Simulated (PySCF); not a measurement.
**SeCl at M06-2X**

Level: M06-2X. PySCF, spin-free X2C with a Gaussian nucleus, basis sets Se x2c-SVPall, Cl x2c-SVPall.

```json
{
 "state": "²Π (doublet), unpaired electrons π ↑",
 "bond length": "2.154 Å",
 "harmonic wavenumber": "438 cm⁻¹",
 "force constant": "2.75 mdyn/Å",
 "rotational constant Be": "0.1494 cm⁻¹",
 "anharmonicity ωexe": "1.34 cm⁻¹",
 "vibration–rotation constant αe": "0.000675 cm⁻¹",
 "well depth De to Se + Cl": "2.42 eV",
 "dissociation energy D0": "2.40 eV",
 "bond order (Mayer)": "1.15",
 "dipole moment (positive dipole means Se(−)Cl(+))": "-1.01 D"
}
```

Spin–orbit coupling is left out. The state was picked by a PBE0 search and need not be the measured ground state.
